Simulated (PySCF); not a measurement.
C4H6O2Si.

```xyz
13

O      0.5449    -2.8613     0.0000
C      0.2211    -1.5643     0.0000
C      0.9262    -0.3886     0.0000
C     -0.0681     0.6638     0.0000
Si     0.2438     2.5030     0.0000
C     -1.2768     0.0180     0.0000
O     -1.1031    -1.3404     0.0000
H      1.5084    -2.9310     0.0000
H      2.0092    -0.2747     0.0000
H     -0.3435     3.1603    -1.2073
H      1.7192     2.7330     0.0000
H     -0.3435     3.1603     1.2073
H     -2.3120     0.3503     0.0000
```
Charge 0, spin multiplicity 1.

Geometry: r2SCAN-D4/def2-SVP. The geometry has at least one imaginary mode, so it is a saddle point at that level. The structure was generated by enumeration, and PubChem lists no compound with its InChIKey, so it may never have been made. Other conformers were not sampled.

Calculation: PySCF with PBE/pcSseg-1. Non-relativistic, no solvent.

Computed absolute GIAO shielding of each atom: isotropic value and principal components (ppm):
```csv
atom,σ(iso),σ11,σ22,σ33,span
O1,212.5,141.8,246.6,249.2,107.3
C2,16.4,-45.9,31.3,63.7,109.6
C3,91.6,40.8,93.9,140.2,99.3
C4,69.4,-7.6,55.6,160.4,168.0
Si5,418.6,391.5,407.7,456.6,65.1
C6,39.4,-36.9,62.6,92.3,129.2
O7,20.3,-101.0,-25.0,187.0,288.0
H8,27.1,19.4,25.9,36.0,16.6
H9,26.2,23.1,27.5,27.9,4.9
H10,26.7,23.3,25.0,31.7,8.4
H11,26.9,23.3,26.1,31.3,8.0
H12,26.7,23.3,25.0,31.7,8.4
H13,24.4,21.1,25.6,26.6,5.5
```
